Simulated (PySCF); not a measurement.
A side-by-side comparison of computed properties.

First species: C₄H₁₀N₂Si₂.
Cartesian coordinates in Å at the GFN2-xTB level; atoms count from 1:
```xyz
18
C4H10N2Si2 angstrom
Si     2.1878   -0.9137    0.7234
C      0.9615   -0.8029   -0.7391
C      0.1513    0.4330   -0.6515
C      0.4357    1.7030   -1.0603
N     -0.5850    2.5473   -0.7259
C     -1.4592    1.8073   -0.1263
N     -1.0839    0.4915   -0.0364
Si    -2.0271   -0.8096    0.6490
H      1.4502   -0.8719    1.9875
H      2.9099   -2.1836    0.6165
H      3.1151    0.2132    0.6493
H      0.3107   -1.6777   -0.7581
H      1.5218   -0.7901   -1.6751
H      1.3007    2.0640   -1.5804
H     -2.3913    2.1578    0.2683
H     -3.2272   -0.1620    1.1662
H     -2.3419   -1.7569   -0.4227
H     -1.2378   -1.4426    1.7038
```

Second species: C5H7NO2Si.
SMILES: `C(/C(O[SiH2]C=O)=C/C)#N`

Levels: CAM-B3LYP/def2-SVPD for dipole moment, HOMO energy, LUMO energy, HOMO–LUMO gap, static isotropic polarisability and electronic spatial extent ⟨r²⟩ about the centre of nuclear charge; TDDFT CAM-B3LYP/def2-SVPD for lowest singlet excitation; TDA CAM-B3LYP/def2-SVPD for lowest triplet excitation (Tamm–Dancoff); GFN2-xTB for rotational constant A and rotational constant C. Geometries: GFN2-xTB. Each structure is a single optimised conformer of the isolated species, non-relativistic unless stated. Electronic properties by PySCF.

The conformers computed, where there is a choice (atom-mapped SMILES and torsion angles):
- `[SiH3:1][CH2:2][c:3]1[cH:4][n:5][cH:6][n:7]1[SiH3:8]`: Si1–C2–C3–C4 84°
- `[CH3:1]/[CH:2]=[C:3](/[C:4]#[N:5])[O:6][SiH2:7][CH:8]=[O:9]`: C2–C3–O6–Si7 -176°, C3–O6–Si7–C8 180°, O6–Si7–C8–O9 177°

```
                                                         property    column X    column Y
                                                    dipole moment      4.08 D      3.69 D
                                                      HOMO energy    -8.81 eV    -7.56 eV
                                                      LUMO energy    -0.80 eV     0.79 eV
                                                    HOMO–LUMO gap     8.01 eV     8.35 eV
                                        lowest singlet excitation     3.21 eV     5.71 eV
                         lowest triplet excitation (Tamm–Dancoff)     2.53 eV     4.27 eV
                                  static isotropic polarisability     97.0 au    109.1 au
electronic spatial extent ⟨r²⟩ about the centre of nuclear charge  1826 bohr²  1498 bohr²
                                            rotational constant A   2.051 GHz   1.839 GHz
                                            rotational constant C   0.583 GHz   0.799 GHz
```

Which column belongs to which species?

Column X is the second species and column Y the first. The first has 18 atoms and 76 electrons, the second 16 and 74.

How does each property change from the first species to the second?

dipole moment +0.39 D; HOMO energy -1.25 eV; LUMO energy -1.59 eV; HOMO–LUMO gap -0.34 eV; lowest singlet excitation -2.50 eV; lowest triplet excitation (Tamm–Dancoff) -1.74 eV; static isotropic polarisability -12.1 au; electronic spatial extent ⟨r²⟩ about the centre of nuclear charge +328 bohr²; rotational constant A +0.212 GHz; rotational constant C -0.216 GHz.

On the first: The dipole matches unit charges of opposite sign 0.77 Å apart (1 e·Å = 4.8032 D). The principal polarisabilities are 86.0, 115.9 and 125.3 au; their mean is the isotropic value.

On the second: The principal polarisabilities are 66.1, 105.1 and 119.8 au; their mean is the isotropic value. The vertical singlet–triplet gap S1 − T1 is 0.68 eV (TDDFT singlet less Tamm–Dancoff triplet; S1: HOMO→LUMO, weight 0.83; T1: HOMO→LUMO, weight 0.82).
